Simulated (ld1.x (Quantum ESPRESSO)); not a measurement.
Ti (Z = 22), PAW: configuration errors across variants

ld1.x (Quantum ESPRESSO) 7.5 input, shortened:

```
&input
   title='Ti', zed=22., rel=1, dft='PBE', iswitch=3,
   config='[Ar] 3d2 4s0 4p0'
 /
 &inputp
   pseudotype=3, lpaw=.true., tm=.true., lloc=-1, rcloc=1.70,
   nlcc=.true., new_core_ps=.true., rcore=1.10,
   which_augfun='BESSEL', rmatch_augfun=1.65
 /
6
3S  1  0   2.00   0.00  1.80  1.95  0.0
4S  2  0   0.00   0.00  1.80  1.95  0.0
3P  2  1   6.00   0.00  1.45  1.70  0.0
4P  3  1   0.00   0.00  1.45  1.70  0.0
3D  3  2   2.00   0.00  1.90  2.20  0.0
3D  3  2   0.00  -1.00  1.90  2.20  0.0
 &test
   configts(1)='3s2 3p6 3d2 4s0 4p0'
 /
```

All-electron excitation energies from the reference (eV): (1) 3s2 3p6 3d2 4s2 4p0 -20.919; (2) 3s2 3p6 3d2 4s1 4p0 -13.572; (3) 3s2 3p6 3d1 4s0 4p0 26.948; (4) 3s2 3p6 3d2 4s1 4p1 -17.843; (5) 3s2 3p6 3d2 4s0 4p1 -9.796; (6) 3s2 3p6 3d2 4s0 4p2 -14.631; (7) 3s2 3p6 3d2.5 4s1.5 4p0 -20.566.

The overlap operator is not positive definite (basis up to 400 Ry) in “base”, “waves 3p (bound): rcut 1.36, rcutus 1.44 bohr; 4p (bound): rcut 1.36, rcutus 1.44 bohr”, “wave 3d channel at -1 Ry: rcut 1.90, rcutus 2.20 bohr becomes 3d channel at -1.27 Ry: rcut 1.90, rcutus 2.20 bohr”, “waves 3d (bound): rcut 1.90, rcutus 3.32 bohr; 3d channel at -1 Ry: rcut 1.90, rcutus 3.32 bohr”. Such files are unfit for use, however small their errors in these radial tests.

3 further variants failed, have other tests or another functional or relativity, and are left out.

Errors AE − PS in meV (a dash: test not solved or not reliable):

```csv
change,(1),(2),(3),(4),(5),(6),(7),bound ghosts
base,+3.6,+1.9,+0.3,+2.4,+0.7,+1.3,+0.9,not determined (overlap not positive)
"waves 3p (bound): rcut 1.36, rcutus 1.44 bohr; 4p (bound): rcut 1.36, rcutus 1.44 bohr",+5.1,+2.6,+1.1,+2.3,+0.7,+0.9,+1.9,not determined (overlap not positive)
"waves 3s (bound): rcut 1.80, rcutus 2.68 bohr; 4s (bound): rcut 1.80, rcutus 2.68 bohr",–,–,–,–,–,–,–,none
"wave 3d channel at -1 Ry: rcut 1.90, rcutus 2.20 bohr becomes 3d channel at -1.27 Ry: rcut 1.90, rcutus 2.20 bohr",+3.7,+1.9,+1.7,+2.4,+0.8,+1.3,+0.7,not determined (overlap not positive)
"waves 3d (bound): rcut 1.90, rcutus 3.32 bohr; 3d channel at -1 Ry: rcut 1.90, rcutus 3.32 bohr",–,–,–,–,–,–,–,not determined (overlap not positive)
```

(1) Give the same row for: local potential all-electron potential smoothed inside 1.60 bohr (lloc = -1).

Answers

(1) +8.4, +3.8, -0.8, +4.5, +0.9, +1.8, +2.7; bound ghosts: none.
